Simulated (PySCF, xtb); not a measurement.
Br2W, SMILES [Br][W][Br] (connectivity only; charge and spin as stated), neutral, multiplicity 5.

Harmonic wavenumbers (cm⁻¹) from xtb with GFN2-xTB at its own minimum, in rising order: 56, 252, 286.

Q: What does PBE-D3(BJ)/def2-SVP in PySCF give at its own minimum? (Estimate from the structure and the level; the computed values follow.)

A: 41, 237, 272. Paired by order, the mean absolute difference is 14 cm⁻¹ and the zero-point energies are 0.8 and 0.8 kcal/mol.
